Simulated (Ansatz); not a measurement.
Species: CH$_{3}$GeO, charge 0, doublet. CH3GeO (SMILES O=[CH][GeH2], doublet).
B3LYP-D3(BJ)/def2-TZVP minimum from Ansatz (a program for electronic structure):
```xyz
6

O      1.8827     0.0913    -0.9984
C      1.3035    -0.0001     0.0514
Ge    -0.6940     0.0187     0.2007
H      1.8619    -0.0674     1.0102
H     -1.1738    -0.8707     1.3743
H     -1.3635    -0.3916    -1.1286
```
Charge 0, spin multiplicity 2.

Wanted: atomisation energy (electronic, to ground-state atoms), in kcal/mol. Radicals and triplets start from unrestricted determinants; spin-orbit coupling is neglected. Cores are frozen in correlated methods (noble-gas shells, and filled d and f shells in the p block). No relativity. CBS(X,Y): correlation extrapolated as X^-3, Hartree-Fock from the larger set. A bracket is a step between two methods taken in the basis named. For partners of very few electrons the exact lower level stands in for a higher one. The UHF reference of CH3GeO (O=[CH][GeH2], doublet) is spin-contaminated (<S^2> up to 0.07 over the pure value in the sets run).

CCSD(T)/CBS(cc-pVTZ,cc-pVQZ) + [CCSDT(Q) - CCSD(T)]/cc-pVDZ (Ansatz) gives 462.9 kcal/mol.

**Question.** How far off this value is PBE/def2-TZVPD (Ansatz), in which direction, and how far these levels: B3LYP/def2-TZVPD, CCSD(T)/CBS(cc-pVTZ,cc-pVQZ)?

**Answer.** PBE gives 479.0 kcal/mol, 16.1 kcal/mol above it. Differences of the others: B3LYP/def2-TZVPD (Ansatz) -1.4; CCSD(T)/CBS(cc-pVTZ,cc-pVQZ) (Ansatz) -1.2 kcal/mol.
